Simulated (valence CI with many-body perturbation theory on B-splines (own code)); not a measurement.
## Which ion has this spectrum?

A relativistic CI+MBPT calculation for an atom or ion with 22 electrons gives these levels (cm⁻¹):

| J | Parity | E | g |
| --- | --- | --- | --- |
| 0 | even | 0 |  |
| 1 | even | 102931 | 1.49 |
| 2 | even | 158491 | 1.37 |
| 4 | even | 172443 | 1.14 |
| 3 | even | 183750 | 1.29 |
| 0 | even | 260452 |  |
| 4 | even | 273727 | 1.14 |
| 2 | even | 288418 | 1.02 |
| 3 | even | 291414 | 1.03 |
| 5 | even | 313186 | 1.08 |
| 1 | even | 325019 | 1.23 |
| 6 | even | 329708 | 1.09 |
| 4 | even | 353753 | 1.03 |
| 2 | even | 361581 | 1.14 |

The energies are calculated, and their last digits are not significant.

Which is it?
A. Ce36+
B. Ba34+
C. Xe32+
D. Cs33+

B. Ba34+, ground level (3d3/2^4) J=0.
